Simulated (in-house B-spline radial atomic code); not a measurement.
How numerical settings move a run on Cu²⁺, [Ar] 3d9. Computed with an all-electron radial atomic-structure program (B-spline basis): non-relativistic BLYP, spherical fractional occupations, point nucleus.

Command:
```bash
python run_scf.py task.json out
```
Settings of the sound reference run:
```
Z                29
electrons        27
configuration    [Ar] 3d9
hamiltonian      nr
method           b88,lyp
spin_polarised   False
knot_spacing     0.22
spline_order     8
gauss_points     12
box_radius       22.22
max_iterations   70
damping          0.5
damped_steps     3
diis_vectors     10
tolerance        1e-08
start            Thomas-Fermi
```

Time taken, with all properties: 0.1 s on 1 thread of Intel(R) Xeon(R) 6975P-C (shared host).

It converges in 9 iterations to -1639.556153 hartree, with 3d at -29.8642 eV. The other runs change the listed settings, some to values that make no sense; their results aren't properties of the atom or ion. Radii are in bohr (the nuclear one in fm), a minus after a letter asks for a j subshell, and «unchanged» means within 1e-8 hartree. The run stops when the residual is below 10 × tolerance × max(1, Z/10), or a noise floor if that is larger, and the energy moves by less than 1e-8 × √|E| hartree; so very loose and very tight tolerances often act alike.

```tsv
changed settings	outcome
first_knot = 0.0103	converged in 9 iterations, energy -2.27e-07 hartree from the reference, 3d level +6.9e-07 eV
first_knot = 0.0345	converged in 9 iterations, energy +1.68e-07 hartree from the reference, 3d level -9.9e-07 eV
first_knot = 0.000345	converged in 9 iterations, energy +2.33e-07 hartree from the reference, 3d level -1.1e-06 eV
first_knot = 0.103	converged in 9 iterations, energy +1.88e-03 hartree from the reference, 3d level -3.9e-06 eV
max_iterations = 8	not converged after 8 iterations, last residual 6.3e-06, last energy +7.00e-10 hartree from the reference
first_knot = 0.00345, max_iterations = 2	not converged after 2 iterations, last residual 6.4e-01, last energy +9.12e+00 hartree from the reference
electrons = 28, configuration = [Ar] 3d9 4s-1, max_iterations = 60	stopped with error: j subshells need the Dirac Hamiltonian and l > 0
gauss_points = 4, first_knot = 0.000345, max_iterations = 12, diis_vectors = 20	converged in 9 iterations, energy +1.92e-07 hartree from the reference, 3d level -1.3e-06 eV
first_knot = 0.0345, max_iterations = 60, damping = 0.2, tolerance = 1e-10	converged in 16 iterations, energy +1.68e-07 hartree from the reference, 3d level -1.5e-05 eV
box_radius = 88.88, max_iterations = 60, damping = 0.8, damped_steps = 0, diis_vectors = 0	converged in 52 iterations, energy unchanged, 3d level -1.1e-05 eV
max_iterations = 12	converged in 9 iterations, energy unchanged
hamiltonian = dirac, method = hf, nucleus = fermi, rms_radius = 3.8823, mass_number = 63, atomic_mass = 62.9296, speed_of_light = 14.49841	stopped with error: Z/c is past the critical charge
start = bare nucleus	converged in 11 iterations, energy unchanged, 3d level -1.3e-05 eV
```

Question: What happens with electrons = 35, configuration = [Ar] 3d9 5s2 5p6, max_iterations = 60?

Answer: Converged in 15 iterations to -1639.0896 hartree, a different physical problem (warning: 5s has a positive eigenvalue: unbound, held by the box).

Question: What happens with first_knot = 0.00345?

Answer: Converged in 9 iterations, energy -2.60e-07 hartree from the reference, 3d level +7.8e-07 eV.

Question: What happens with first_knot = 3.45e-06?

Answer: Converged in 9 iterations, energy +2.56e-07 hartree from the reference, 3d level -1.1e-06 eV.

Question: What happens with max_iterations = 5?

Answer: Not converged after 5 iterations, last residual 2.4e-02, last energy +2.02e-02 hartree from the reference.
